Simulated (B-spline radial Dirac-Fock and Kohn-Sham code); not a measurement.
## Electron-impact ionisation of Rb⁺

System: the Rb⁺ ion in the configuration 1s2 2s2 2p6 3s2 3p6 3d10 4s2 4p6.

Input of the calculation (task.json; shells as n, l, electrons):

```json
{"items": [{
  "Z": 37,
  "q": 1,
  "cfg": [[1, 0, 2], [2, 0, 2], [2, 1, 6], [3, 0, 2], [3, 1, 6], [3, 2, 10], [4, 0, 2], [4, 1, 6]],
  "A": 85,
  "rrms": 4.2036,
  "do": "impact",
  "T": [10.0, 15.0, 20.0, 30.0, 40.0, 50.0, 70.0, 100.0, 150.0, 200.0, 300.0, 500.0, 1000.0, 2000.0, 3000.0, 5000.0, 10000.0, 15000.0, 20000.0, 30000.0, 50000.0, 100000.0, 200000.0, 300000.0, 1000000.0],
  "ie": 27.2895
}]}
```

Launch: `python xray2_run.py task.json out`

Level of theory: the relativistic binary-encounter-Bethe (RBEB) model with Dirac-Fock orbital kinetic energies; direct ionisation only; a radial B-spline solver. For shells bound by less than 100 eV the term U + B of the denominator is divided by n when n is 3 or more, and by 2 for n = 1, 2 in singly charged ions. Excitation-autoionisation and multiple ionisation are left out; it is a semi-empirical estimate, least reliable for totals near the maximum.

Orbital inputs (open shells are filled statistically over j, and the NIST value is set on the highest orbital of the configuration average):

```tsv
subshell	N	B (eV)	source of B	U (eV)
1s	2	15302.0	Dirac-Fock −ε	19165.2
2s	2	2114.5	Dirac-Fock −ε	3882.1
2p1/2	2	1910.8	Dirac-Fock −ε	3835.6
2p3/2	4	1849.5	Dirac-Fock −ε	3615.6
3s	2	347.3	Dirac-Fock −ε	954.3
3p1/2	2	272.7	Dirac-Fock −ε	892.0
3p3/2	4	263.1	Dirac-Fock −ε	849.3
3d3/2	4	132.8	Dirac-Fock −ε	720.6
3d5/2	6	131.1	Dirac-Fock −ε	710.4
4s	2	48.09	Dirac-Fock −ε	148.5
4p1/2	2	28.27	NIST ionisation energy + computed splitting	113.6
4p3/2	4	27.29	NIST ionisation energy	107.9
```

**Question.** What cross sections does the model give, and where is the maximum?

**Answer.** On this grid the total peaks at 100 eV with 1.20 × 10⁻¹⁶ cm², about 3.7 times the lowest threshold.

```tsv
T (eV)	total (b)	K shell (b)	L shell (b)	M shell (b)	N shell (b)
30	1.03e+07	–	–	–	1.03e+07
40	4.87e+07	–	–	–	4.87e+07
50	7.50e+07	–	–	–	7.50e+07
70	1.06e+08	–	–	–	1.06e+08
100	1.20e+08	–	–	–	1.20e+08
150	1.18e+08	–	–	376000	1.18e+08
200	1.10e+08	–	–	1.39e+06	1.09e+08
300	9.44e+07	–	–	2.84e+06	9.15e+07
500	7.29e+07	–	–	4.44e+06	6.85e+07
1000	4.79e+07	–	–	5.24e+06	4.26e+07
2000	2.97e+07	–	1030	4.62e+06	2.51e+07
3000	2.21e+07	–	9930	3.91e+06	1.81e+07
5000	1.49e+07	–	19300	2.97e+06	1.19e+07
10000	8.60e+06	–	23300	1.89e+06	6.69e+06
15000	6.20e+06	–	22000	1.41e+06	4.76e+06
20000	4.91e+06	26.2	20200	1.14e+06	3.75e+06
30000	3.55e+06	66.4	17100	842000	2.69e+06
50000	2.39e+06	97.6	13200	577000	1.80e+06
100000	1.45e+06	107	9090	358000	1.09e+06
200000	962000	99.4	6510	240000	716000
300000	800000	94.7	5600	201000	594000
1e+06	617000	95.3	4680	157000	455000
```
